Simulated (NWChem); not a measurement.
# CdSiH3I; SMILES [SiH3][Cd][I]

```xyz
6

Cd    -0.2780    -0.5675    -0.0002
I      0.6219     1.8958    -0.0002
Si    -1.1368    -2.9204    -0.0001
H     -1.9209    -3.1933    -1.2446
H     -2.0285    -3.1542     1.1781
H     -0.0017    -3.8925     0.0661
```
Atoms are numbered in this order, from 1.

Level: PBE0/def2-SVP with def2 effective core potentials on Cd, I (NWChem), optimised geometry, unscaled harmonic frequencies. def2 effective core potentials on Cd, I; no spin-orbit coupling.

```
frequency (cm⁻¹)  IR intensity (km/mol)
----------------  ---------------------
63                                  2.5
63                                  2.5
187                                15.2
312                                11.0
457                                 2.3
457                                 2.3
843                               389.8
935                                39.1
936                                39.1
2215                               81.5
2229                               73.9
2229                               74.1
```

| Quantity | Value |
|---|---|
| zero-point energy | 15.6 kcal/mol |
| thermal correction to the enthalpy at 298.15 K (with zero-point energy) | 20.0 kcal/mol |
| heat capacity Cv | 17.6 cal/(mol K) |
| entropy at 298.15 K and 1 atm (symmetry number 3) | 81.6 cal/(mol K) |

Rigid rotor and harmonic oscillator; modes under 100 cm⁻¹ make the entropy uncertain.
